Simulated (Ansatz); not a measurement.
A saddle search, step by step

GeHBrCl$_{2}$, closed shell, PBE0-D4/def2-SVP (Ansatz 0.2.0). Settings; a guess of the unstable mode was typed too, and convergence needs a confirmed negative curvature besides the force tolerance:

```yaml
hamiltonian: {xc: pbe0, dispersion: d4}
saddle:
  f_tol: 0.1
  max_steps: 40
```

Start:

Ge1  (-0.128, 0.858, -0.899)
Br2  (0.048, -1.825, -0.613)
H3  (0.907, -0.788, 0.394)
Cl4  (-2.094, 1.115, 0.128)
Cl5  (1.144, 0.606, 0.936)
(Å)

```
step  energy less the last (meV)  largest force component (eV/Å)
   1                       245.0                           1.877
   2                       123.0                           1.208
   3                         5.3                           0.221
   4                         0.4                           0.046
   5                         0.0                           0.001
```

Step 2, positions (Å) and forces (eV/Å):

| atom | x | y | z | Fx | Fy | Fz |
| --- | --- | --- | --- | --- | --- | --- |
| Ge1 | -0.147 | 0.850 | -0.917 | -1.087 | 0.106 | -0.902 |
| Br2 | 0.051 | -1.823 | -0.631 | 0.095 | 0.075 | -0.035 |
| H3 | 0.891 | -0.799 | 0.410 | -0.228 | -0.505 | -0.120 |
| Cl4 | -2.088 | 1.114 | 0.130 | 0.311 | -0.025 | -0.152 |
| Cl5 | 1.169 | 0.624 | 0.954 | 0.910 | 0.349 | 1.208 |

Step 3, positions (Å) and forces (eV/Å):

| atom | x | y | z | Fx | Fy | Fz |
| --- | --- | --- | --- | --- | --- | --- |
| Ge1 | -0.191 | 0.857 | -0.952 | -0.129 | 0.047 | -0.209 |
| Br2 | 0.079 | -1.810 | -0.650 | -0.004 | 0.028 | 0.050 |
| H3 | 0.828 | -0.831 | 0.442 | -0.007 | -0.103 | -0.066 |
| Cl4 | -2.079 | 1.105 | 0.128 | 0.003 | -0.016 | 0.004 |
| Cl5 | 1.239 | 0.646 | 0.977 | 0.137 | 0.043 | 0.221 |

Step 4, positions (Å) and forces (eV/Å):

```csv
atom,x,y,z,Fx,Fy,Fz
Ge1,-0.197,0.862,-0.962,-0.031,0.007,-0.019
Br2,0.073,-1.804,-0.641,-0.012,-0.010,-0.009
H3,0.837,-0.838,0.434,-0.002,-0.029,-0.006
Cl4,-2.080,1.101,0.125,-0.002,-0.003,-0.012
Cl5,1.244,0.645,0.990,0.046,0.035,0.046
```

Last step (5):

Ge1  (-0.199, 0.862, -0.961)
Br2  (0.067, -1.800, -0.641)
H3  (0.841, -0.838, 0.435)
Cl4  (-2.086, 1.098, 0.119)
Cl5  (1.254, 0.644, 0.994)
(Å)

The run took about 23 s on 4 CPU threads of an AMD EPYC 9R45 (shared host).
